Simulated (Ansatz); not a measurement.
Reaction (formal exchange of groups at the Al–F bond): `C[O][AlH][F]` + fluoromethane → `C[O][AlH][CH2]F` + H–F

Computed with Ansatz on PBE0-D4/def2-TZVP structures; ΔE is electronic, products minus reactants. CBS: MP2 limit from def2 TZ/QZ plus the TZ coupled-cluster correction, frozen cores. This one scheme is used for every species. Functionals use def2-TZVPP. B3LYP here is the variant with VWN-RPA as its local correlation; programs differ in this. Each species was taken in one conformer, which may not be the lowest.

| level | ΔE (kJ/mol) | difference from CCSD(T)/CBS |
| --- | --- | --- |
| PBE-D4 | 200.4 | -13.0 |
| r2SCAN-D4 | 215.9 | 2.5 |
| PBE0-D4 | 205.2 | -8.2 |
| B3LYP-D4 | 214.4 | 1.0 |
| B2PLYP | 221.3 | 7.9 |
| PBE | 204.1 | -9.3 |
| r2SCAN | 217.1 | 3.7 |
| PBE0 | 208.5 | -4.9 |
| HF/def2-TZVPP | 236.6 | 23.2 |
| MP2/def2-TZVPP | 219.0 | 5.6 |
| SCS-MP2/def2-TZVPP | 222.4 | 9.0 |
| CCSD(T)/def2-TZVPP | 215.0 | 1.6 |
| MP2/def2-QZVPP | 218.9 | 5.5 |
| SCS-MP2/def2-QZVPP | 222.3 | 8.9 |
| HF/CBS(def2) | 239.2 | 25.8 |
| CCSD/CBS(def2) | 216.5 | 3.1 |
| CCSD(T)/CBS | 213.4 | 0 |

Largest T1 diagnostic among the species: 0.013.

In def2-TZVPP, CCSD(T) changes the Hartree–Fock value by −21.6 kJ/mol (the triples alone add −3.1 kJ/mol) and MP2 by −17.6 kJ/mol. The D4 term adds −5.8 kJ/mol with B3LYP and −3.4 kJ/mol with PBE0; it sums over pairs of atoms, weighted by their polarisabilities, and B3LYP, whose exchange is more repulsive, gets the larger term.
